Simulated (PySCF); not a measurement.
## Deuteron quadrupole couplings in `FC(F)(F)OC([SiH3])[SiH3]`

C2H7F3OSi2.
Atom-mapped SMILES: `[F:1][C:2]([F:3])([F:4])[O:5][CH:6]([SiH3:7])[SiH3:8]` (hydrogens: H9 on C6; H10, H11, H12 on Si7; H13, H14, H15 on Si8)

Cartesian coordinates in Å at the PBE0-D3(BJ)/def2-SVP level; atoms count from 1:
```xyz
15
C2H7F3OSi2 angstrom
F      2.1761   -1.5483    0.0862
C      2.1006   -0.3010   -0.3939
F      1.9861   -0.4140   -1.7231
F      3.2266    0.3258   -0.1197
O      1.0907    0.3875    0.1441
C     -0.2407   -0.1473   -0.0719
Si    -0.9751   -0.6117    1.6218
Si    -1.2246    1.1440   -1.0669
H     -0.1875   -1.0687   -0.6777
H     -1.1497    0.6182    2.4477
H     -2.3066   -1.2482    1.3877
H     -0.0636   -1.5658    2.3161
H     -1.3806    2.3846   -0.2535
H     -2.5724    0.5772   -1.3739
H     -0.4947    1.4504   -2.3305
```

Level: PBE0/pcSseg-1 (PySCF, non-relativistic); Q(2H) = 0.00286 b; rigid geometry, the same for H and D, with no vibrational averaging.

Task: Tabulate Vzz, the asymmetry η and χzz = 234.96 MHz × Q × Vzz for every hydrogen position.

Result: 
```json
{"atom": "H9", "bonded to": "C6", "bond length (Å)": "1.104", "Vzz (au)": "0.2773", "η": "0.16", "χzz (kHz)": "186"}
{"atom": "H10", "bonded to": "Si7", "bond length (Å)": "1.492", "Vzz (au)": "0.1407", "η": "0.03", "χzz (kHz)": "95"}
{"atom": "H11", "bonded to": "Si7", "bond length (Å)": "1.494", "Vzz (au)": "0.1393", "η": "0.03", "χzz (kHz)": "94"}
{"atom": "H12", "bonded to": "Si7", "bond length (Å)": "1.491", "Vzz (au)": "0.1410", "η": "0.01", "χzz (kHz)": "95"}
{"atom": "H13", "bonded to": "Si8", "bond length (Å)": "1.492", "Vzz (au)": "0.1408", "η": "0.03", "χzz (kHz)": "95"}
{"atom": "H14", "bonded to": "Si8", "bond length (Å)": "1.494", "Vzz (au)": "0.1395", "η": "0.03", "χzz (kHz)": "94"}
{"atom": "H15", "bonded to": "Si8", "bond length (Å)": "1.491", "Vzz (au)": "0.1410", "η": "0.01", "χzz (kHz)": "95"}
```

Task: Average by the element that carries the hydrogen.

Result: on C: 186 kHz over 1 position, mean bond length 1.104 Å; on Si: 94 kHz over 6 positions, mean bond length 1.492 Å.

Task: A static deuteron (I = 1) shows a doublet split by (3/2)χ, (3/4)χ(1 + η) and (3/4)χ(1 − η) with the field along z, y and x of the gradient. What are these for H11?

Result: With |χ| = 93.6 kHz and η = 0.029: 140, 72 and 68 kHz, to first order and without motion.

Isolated species at its PBE0-D3(BJ)/def2-SVP geometry (one conformer only). A larger basis could move these couplings by a tenth or more.
